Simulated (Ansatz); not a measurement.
`[OH][Mo]([F])([F])(=[S])[Cl]` + H–F → `[F][Mo]([F])([F])(=[S])[Cl]` + H₂O  (ligand exchange at a Mo–O bond)

Isolated molecules relaxed with PBE0-D4/def2-TZVP in Ansatz; ΔE leaves out vibrations. CCSD(T)/CBS adds triple-zeta CCSD(T) − MP2 to the extrapolated MP2 energy (def2 sets, frozen cores). This one scheme is used for every species. DFT in def2-TZVPP. Elements past krypton have def2 core potentials. For Mo outer-core shells are correlated without core-valence functions, which leaves a few kJ/mol of doubt a bond. Each species was taken in one conformer, which may not be the lowest.

| level | ΔE (kJ/mol) |
| --- | --- |
| ωB97M-V | -25.4 |
| HF/def2-SVP | -22.2 |

Problem. What does CCSD(T)/CBS give? (An estimate is asked.)

Solution. The calculation gave: -18.2 kJ/mol. The listed levels differ from it by -7.2, -4.0 kJ/mol.

Largest T1 diagnostic among the species: 0.024, so the coupled-cluster value is less sure than usual.

In def2-TZVPP, CCSD(T) changes the Hartree–Fock value by +9.1 kJ/mol (the triples alone add +1.2 kJ/mol) and MP2 by +13.2 kJ/mol. From PBE to PBE0 (25 % exact exchange), in def2-TZVPP and without D4, ΔE moves by +4.0 kJ/mol. Leaving LDA and LC-ωPBE aside and taking each functional with its dispersion term where it has one, the values, not all of them listed here, spread over 11.8 kJ/mol, from B97M-V to PBE-QIDH. LDA lies +6.6 kJ/mol from PBE without D4.
